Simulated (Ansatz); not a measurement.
Species: C$_{2}$H$_{8}$ClSi$_{2}$, charge 0, multiplicity 2. It need not be the lowest isomer of its formula. 
Geometry from a B3LYP-D3(BJ)/def2-TZVP (Ansatz, a first-principles code) optimisation:
```
Si
C 1 1.8846
H 2 1.0904 1 110.85
H 2 1.0917 3 108.35 1 -121.95
H 2 1.0943 3 108.16 4 -116.72
C 1 1.8883 2 111.45 3 177.00
H 6 1.0908 1 111.52 2 -179.19
H 6 1.0919 7 108.02 1 121.76
H 6 1.0943 7 108.13 8 116.39
Si 1 2.3359 2 111.30 3 50.68
H 10 1.4811 1 112.07 2 -169.21
H 10 1.4861 11 107.75 1 127.63
Cl 10 2.0845 11 107.75 12 114.28
```
Charge 0, spin multiplicity 2.

Wanted: atomisation energy (electronic, to ground-state atoms), in kcal/mol. Correlated levels leave the core frozen unless marked. UHF or UKS for open shells. No spin-orbit coupling. No relativistic terms. The coupled-cluster limit lacks core correlation, which all-electron functionals hold. Basis-set limits of correlation are two-point, X^-3; Hartree-Fock from the larger set. [CCSD(T)-MP2]/basis is that difference in the basis named.

```
level                                                                 program  atomisation energy (kcal/mol)  minus last row
-------------------------------------------------------------  --------------  -----------------------------  --------------
HF/6-31G                                                               Ansatz                          730.2          -334.6
revPBE-D3(BJ)/def2-TZVPD                                       Ansatz + dftd3                         1052.4           -12.4
r2SCAN-D4/def2-TZVPD                                           Ansatz + dftd4                         1069.6             4.8
PBE0/6-31G*                                                            Ansatz                         1053.2           -11.6
PBE0-D3(BJ)/def2-TZVP                                          Ansatz + dftd3                         1066.4             1.6
PBE0-D4/def2-TZVP                                              Ansatz + dftd4                         1065.9             1.1
PBE0/def2-TZVP                                                         Ansatz                         1059.1            -5.7
PBE0/def2-TZVPD                                                        Ansatz                         1059.4            -5.4
BHLYP/def2-TZVPD                                                       Ansatz                         1035.6           -29.2
LC-wPBE/def2-TZVPD                                                     Ansatz                         1057.3            -7.5
B2PLYP-D3(BJ)/def2-TZVPD                                       Ansatz + dftd3                         1052.0           -12.8
SCS-MP2/6-31G                                                          Ansatz                          867.8          -197.0
SCS-MP2/cc-pV(T+d)Z                                                    Ansatz                         1041.1           -23.7
CCSD/STO-3G                                                            Ansatz                         1179.6           114.8
CCSD/6-31G                                                             Ansatz                          869.1          -195.7
CCSD/6-31G*                                                            Ansatz                          945.6          -119.2
CCSD/cc-pV(T+d)Z                                                       Ansatz                         1024.1           -40.7
CCSD/CBS(cc-pV(T+d)Z,cc-pV(Q+d)Z)                                      Ansatz                         1051.1           -13.7
CCSD(T)/cc-pV(D+d)Z                                                    Ansatz                          979.2           -85.6
RI-MP2/CBS(cc-pV(T+d)Z,cc-pV(Q+d)Z)+[CCSD(T)-MP2]/cc-pV(D+d)Z          Ansatz                         1063.6            -1.2
CCSD(T)/CBS(cc-pV(T+d)Z,cc-pV(Q+d)Z)                                   Ansatz                         1064.8             0.0
```
